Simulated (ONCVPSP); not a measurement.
## Varying the ONCV potential for osmium

Base potential:

```
Element                 : osmium (Os)
Generator               : ONCVPSP 4.0.1
Type                    : optimised norm-conserving Vanderbilt (ONCV)
Functional              : PBEsol
Relativity              : scalar-relativistic
Frozen core             : [Kr] 4d10 4f14
Valence charge          : 16
Reference configuration : 5s2 5p6 5d7 6s1
Partial waves           : 5s+6s: rc 1.75 bohr, ncon 4, nbas 7, qcut 5.8 1/bohr, 3 projectors, debl 3.1 Ha; 5p: rc 1.25 bohr, ncon 4, nbas 8, qcut 5.2 1/bohr, 2 projectors, debl 3.2 Ha; 5d: rc 1.60 bohr, ncon 4, nbas 8, qcut 5.1 1/bohr, 2 projectors, debl 2.6 Ha
Local potential         : polynomial inside 1.05 bohr (lpopt 5, dvloc0 0 Ha)
Core correction         : none
```

All-electron outer shells of the reference configuration (PBEsol, scalar-relativistic, ld1.x):

| shell | level (eV) | outermost node (bohr) | outermost maximum (bohr) |
| --- | --- | --- | --- |
| 5s | -89.24 | 0.51 | 0.91 |
| 4f | -49.59 | – | 0.40 |
| 5p | -48.65 | 0.55 | 1.03 |
| 6s | -5.47 | 1.21 | 2.54 |
| 5d | -4.73 | 0.60 | 1.38 |

Cutoffs, loose and tight: the cutoffs (Ha) at which the residual kinetic energy of the hardest occupied pseudo-wave falls to 1 and 0.1 mHa per electron. They do not see the model core or the augmentation charge, which bear on the density cutoff. Test errors are all-electron minus pseudo excitation energies from the reference, over the configurations 5s2 5p6 5d6 6s2; 5s2 5p6 5d6 6s1; 5s2 5p6 5d6 6s0; 5s2 5p5 5d6 6s2. A dash means not determined; rows that change the core or the reference have their own tests.

| change | outcome | cutoff, loose | cutoff, tight | bound ghosts | GHOST(+) flags above zero | largest test error (meV) |
| --- | --- | --- | --- | --- | --- | --- |
| base | generated | 119 Ha | 139 Ha | none | s, p | -95 |
| local potential polynomial inside 1.05 bohr (lpopt 5, dvloc0 5.5 Ha) | generated | 119 Ha | 139 Ha | none | s | -95 |
| d: rc 1.38 | generated | 119 Ha | 139 Ha | none | s, p | -92 |
| functional PBE | generated | 119 Ha | 139 Ha | none | s, p | -99 |
| d: qcut 7.7 | generated | 119 Ha | 139 Ha | none | s, p | -90 |
| s: ncon 5, nbas 8 | generated | 119 Ha | 139 Ha | none | s, p | -97 |
| s: qcut 6.2; p: qcut 5.6; d: qcut 5.5 | generated | 117 Ha | 138 Ha | none | s, p | -93 |
| d: qcut 6 | generated | 119 Ha | 139 Ha | none | s, p | -91 |

What comes out with this change to the base: reference 5s2 5p6 5d6 6s1.75 6p0.25; wave 5p: rc 1.25 bohr, ncon 4, nbas 8, qcut 5.2 1/bohr, 2 projectors, debl 3.2 Ha becomes 5p+6p: rc 1.25 bohr, ncon 4, nbas 8, qcut 5.2 1/bohr, 2 projectors?

outcome: generated; cutoff, loose: 119 Ha; cutoff, tight: 139 Ha; bound ghosts: none; GHOST(+) flags above zero: s, p; largest test error (meV): -7.4 over the solved tests; 1 of 4 tests not solved or not reliable.

What comes out with this change to the base: core correction Teter function, fcfact 1.75, rcfact 1.65?

outcome: generated; cutoff, loose: 119 Ha; cutoff, tight: 139 Ha; bound ghosts: none; GHOST(+) flags above zero: s, p; largest test error (meV): -117.
